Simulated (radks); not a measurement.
Q: These are the eigenvalues of the occupied orbitals of an atom or ion with whole-number occupations (eV). All-electron calculation, scalar-relativistic Kohn-Sham, PBEsol, spin-unpolarised, spherical densities, finite nucleus; Fermi nuclear charge, rms radius of each element as measured or else 0.836 A^(1/3) + 0.57 fm. Program: a radial shooting solver on a logarithmic mesh with Libxc functionals.

1s: -63220.79
2s: -10778.46
2p: -9487.734
3s: -2456.786
3p: -2069.297
3d: -1603.331
4s: -503.8423
4p: -376.6876
4d: -210.6914
5s: -79.5509
5p: -49.3648
4f: -28.4406
6s: -15.2595
7s: -5.0185

Which element is it, and in what charge state? The configuration may be excited.

A: Z = 71, lutetium, charge +1: Lu+ in [Kr] 4d10 4f14 5s2 5p5 6s2 7s1. The list shows which subshells hold electrons but not how many an open one holds; the 1s level, -2323.3 hartree, gives Z - s = 68.2 by -(Z - s)^2/2, which with screening and relativity narrows Z to a few neighbours, and the depths of the outer levels then fix element, charge and occupations together.
